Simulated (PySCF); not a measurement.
C3H4ClNSi, SMILES Cl[Si@@H]1C=CN=C1. Atoms are numbered in the order given.

```xyz
10

Cl    -1.7317    -0.8411     0.9654
Si    -0.3983    -0.2835    -0.5209
C      1.3626    -0.8031    -0.2371
C      2.0709     0.3449    -0.1517
N      1.4218     1.6230    -0.2524
C      0.1477     1.5413    -0.4189
H     -0.9841    -0.6781    -1.8320
H      1.8341    -1.7850    -0.1635
H      3.1555     0.3988    -0.0014
H     -0.4297     2.4731    -0.5095
```
Charge 0, spin multiplicity 1.

Geometry: r2SCAN-D4/def2-SVP. The structure was generated by enumeration; whether it is a known compound was not checked.

Two levels are set side by side: PBE/pcSseg-1 (PySCF) and B3LYP/pcSseg-1 (PySCF). GIAO shifts against HCl (³⁵Cl), NH3 (¹⁵N), TMS (²⁹Si), TMS (¹H), TMS (¹³C) at the same level; non-relativistic, no solvent, atoms listed together averaged. Without spin–orbit terms, shifts of atoms bonded to Cl or Br come out too high at both levels. Differences are taken from unrounded values.

| quantity | B3LYP | PBE | PBE minus B3LYP |
|---|---|---|---|
| δ(³⁵Cl) of Cl1 (ppm) | -56.1 | -47.2 | 8.9 |
| δ(²⁹Si) of Si2 (ppm) | -10.1 | -10.5 | -0.4 |
| δ(¹³C) of C3 (ppm) | 118.7 | 117.6 | -1.2 |
| δ(¹³C) of C4 (ppm) | 172.2 | 168.7 | -3.5 |
| δ(¹⁵N) of N5 (ppm) | 470.3 | 461.8 | -8.5 |
| δ(¹³C) of C6 (ppm) | 189.8 | 186.8 | -3.0 |
| δ(¹H) of H7 (ppm) | 5.53 | 5.80 | 0.27 |
| δ(¹H) of H8 (ppm) | 5.78 | 5.84 | 0.06 |
| δ(¹H) of H9 (ppm) | 8.36 | 8.40 | 0.04 |
| δ(¹H) of H10 (ppm) | 8.91 | 8.95 | 0.04 |

Rough cost on one machine, each run with all the roots and properties that it gave: B3LYP against PBE within a factor of 2.
